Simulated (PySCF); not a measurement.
**Basis-set dependence of population analyses: `C[Si@@H]1C[C@H]1C#N`**

Species: C4H7NSi.
Cartesian coordinates in Å at the PBE0-D3(BJ)/def2-SVP level; atoms count from 1:
```xyz
13
C4H7NSi angstrom
C      2.0638    0.2032   -0.4462
Si     0.5434    0.1064    0.6258
C     -0.7581   -1.1737    0.3240
C     -1.1474    0.2377   -0.1986
C     -2.2330    0.9249    0.4325
N     -3.0990    1.4791    0.9711
H      2.4413    1.2353   -0.5019
H      1.8264   -0.1350   -1.4658
H      2.8674   -0.4372   -0.0506
H      0.6349    0.6764    1.9911
H     -1.3539   -1.5402    1.1667
H     -0.6224   -1.9312   -0.4552
H     -1.1521    0.3448   -1.2909
```

PBE0 throughout (PySCF), one geometry, spherical d and f functions. Isolated species at its PBE0-D3(BJ)/def2-SVP geometry, gas phase. Atoms taken as equivalent share a column and are averaged. The first 7 of 11 kinds of atom are listed.

Mulliken charges (e):

| basis | functions | C1 | Si2 | C3 | C4 | C5 | N6 | H7/H8/H9 |
| --- | --- | --- | --- | --- | --- | --- | --- | --- |
| STO-3G | 41 | -0.394 | +0.663 | -0.305 | -0.241 | +0.055 | -0.220 | +0.087 |
| 6-31G | 72 | -0.822 | +0.841 | -0.590 | -0.523 | +0.185 | -0.307 | +0.209 |
| pcSseg-0 | 72 | -1.195 | +1.265 | -0.855 | -0.683 | +0.158 | -0.383 | +0.277 |
| 6-31G* | 102 | -0.771 | +0.562 | -0.532 | -0.420 | +0.262 | -0.379 | +0.214 |
| cc-pVDZ | 123 | -0.263 | +0.319 | -0.128 | -0.220 | -0.010 | -0.155 | +0.080 |
| def2-SVP | 123 | -0.338 | +0.444 | -0.193 | -0.387 | -0.045 | -0.028 | +0.093 |
| aug-cc-pVDZ | 205 | +0.396 | +0.319 | +0.777 | +0.938 | -0.413 | -0.301 | -0.242 |
| 6-311+G(2d,p) | 212 | -0.774 | +0.849 | -0.540 | -0.098 | -0.045 | -0.324 | +0.177 |
| def2-TZVP | 234 | -0.485 | +0.285 | -0.341 | -0.072 | -0.275 | -0.035 | +0.154 |
| cc-pVTZ | 282 | -0.380 | +0.295 | -0.277 | -0.196 | -0.073 | -0.111 | +0.117 |
| IGLO-III | 289 | -0.614 | +0.812 | -0.468 | -0.191 | +0.047 | -0.326 | +0.152 |
| pcSseg-2 | 321 | -0.256 | +0.550 | -0.305 | -0.306 | +0.065 | -0.186 | +0.063 |

IAO charges (e):

```csv
basis,functions,C1,Si2,C3,C4,C5,N6,H7/H8/H9
STO-3G,41,-0.634,+0.875,-0.488,-0.403,+0.065,-0.188,+0.143
6-31G,72,-0.703,+0.754,-0.512,-0.393,+0.127,-0.265,+0.173
pcSseg-0,72,-0.710,+0.786,-0.525,-0.414,+0.130,-0.263,+0.173
6-31G*,102,-0.706,+0.852,-0.520,-0.409,+0.135,-0.274,+0.167
cc-pVDZ,123,-0.704,+0.847,-0.522,-0.407,+0.129,-0.266,+0.166
def2-SVP,123,-0.698,+0.864,-0.519,-0.410,+0.128,-0.264,+0.163
aug-cc-pVDZ,205,-0.716,+0.854,-0.532,-0.412,+0.141,-0.284,+0.170
"6-311+G(2d,p)",212,-0.727,+0.886,-0.542,-0.422,+0.143,-0.287,+0.171
def2-TZVP,234,-0.730,+0.895,-0.545,-0.424,+0.142,-0.285,+0.171
cc-pVTZ,282,-0.728,+0.881,-0.542,-0.421,+0.140,-0.281,+0.171
IGLO-III,289,-0.731,+0.896,-0.546,-0.425,+0.143,-0.287,+0.172
pcSseg-2,321,-0.730,+0.893,-0.544,-0.424,+0.143,-0.287,+0.171
```

Some averages cover members that differ in this geometry, most widely: H7/H8/H9, Mulliken in aug-cc-pVDZ -0.259 to -0.212 e.

Problem. Which scheme is steadiest as the basis changes?

Solution. Largest range over the bases for any column: IAO 0.14 e, Mulliken 1.63 e. IAO charges move least and Mulliken charges most, counted in e. Without the minimal STO-3G basis the ranges are IAO 0.14, Mulliken 1.63 e.

Problem. How much do the charges still move between the two largest bases, IGLO-III and pcSseg-2?

Solution. At most, over all atoms: Mulliken 0.358 e, IAO 0.003 e.

Problem. What do the same runs give for the total energy, the frontier levels and the dipole moment?

Solution. 
```
        basis  energy (Eh)  HOMO (eV)  LUMO (eV)  μ (D)
       STO-3G    -494.5391      -5.24       4.02   4.63
        6-31G    -500.3534      -7.25       0.37   5.45
     pcSseg-0    -499.6449      -7.64       0.16   5.53
       6-31G*    -500.4421      -7.11       0.31   5.52
      cc-pVDZ    -500.4725      -7.17       0.28   5.43
     def2-SVP    -500.2192      -7.26       0.25   5.49
  aug-cc-pVDZ    -500.4862      -7.31      -0.41   5.77
6-311+G(2d,p)    -500.5342      -7.34      -0.30   5.83
    def2-TZVP    -500.5529      -7.31      -0.08   5.78
      cc-pVTZ    -500.5493      -7.28       0.02   5.70
     IGLO-III    -500.5582      -7.33      -0.01   5.83
     pcSseg-2    -500.5599      -7.33      -0.18   5.82
```

The dipole is fixed by the density alone, so its range of 1.20 D shows that the density itself changes with the basis, not only its division among atoms.
